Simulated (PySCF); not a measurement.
# Peak assignment

Numbering as in the mapped SMILES `[N:1]#[C:2]/[CH:3]=[CH:4]\[CH2:5][SiH2:6]/[CH:7]=[CH:8]/[SiH3:9]`; H(Xn) means a hydrogen on atom n.

- shieldings: GIAO PBE0/pcSseg-1
- coordinates at the GFN2-xTB level
- code: PySCF
- one computed conformer, relativity neglected, equivalent nuclei averaged, in vacuum

Referencing at the same level of theory: TMS for 13C (σ = 186.93 ppm), 1H (σ = 31.72 ppm).

Q: Assign these signals to the numbered atoms. 13C{1H} NMR (computed): δ 164.2 (CH), 162.8 (CH), 146.8 (CH), 123.4 (C), 102.8 (CH), 23.9 (CH2).

A: 
```tsv
δ (ppm)	atoms	environment	reason
164.2	C8	alkene CH	as expected for a trigonal carbon in a double bond
162.8	C4	alkene CH	–
146.8	C7	alkene CH	–
123.4	C2	nitrile carbon	this is the usual window of a C≡N carbon, which has no attached hydrogen
102.8	C3	alkene CH	as expected for a trigonal carbon in a double bond
23.9	C5	allylic sp3 CH2 bonded to Si	–
```

C8 and C4 lie closer than the usual error of such a calculation, so a measured spectrum could show them in the other order.

Q: Assign these signals to the numbered atoms. 1H NMR (500 MHz, computed): δ 7.57 (m, 1H), 6.86 (m, 1H), 6.83 (m, 1H), 5.16 (d, 1H), 4.45 (m, 2H), 4.28 (d, 3H), 2.39 (m, 2H).

A: 
7.57 → H(C8), hydrogen on an alkene CH: attached to an sp2 carbon and in the plane of the double bond
6.86 → H(C7), hydrogen on an alkene CH
6.83 → H(C4), hydrogen on an alkene CH
5.16 → H(C3), hydrogen on an alkene CH
4.45 → H(Si6), hydrogen on a silicon bonded to 2 C
4.28 → H(Si9), hydrogen on a silicon bonded to C
2.39 → H(C5), hydrogen on an allylic sp3 CH2 bonded to Si: allylic position

H(C7) and H(C4) lie closer than the usual error of such a calculation, so a measured spectrum could show them in the other order.

Shifts are as computed. Against solution values, carbons near 30 ppm lie about +3 ppm off and those near 130 ppm about +5 ppm. Of 1211 compounds with measured shifts, 218 miss one by over three times the rms of a fit or turn the order of signals round; such compounds aren't used in these exercises. Multiplicities follow the n + 1 count of equivalent neighbours, as no J values were calculated; m marks all less simple cases, F and P coupling included.
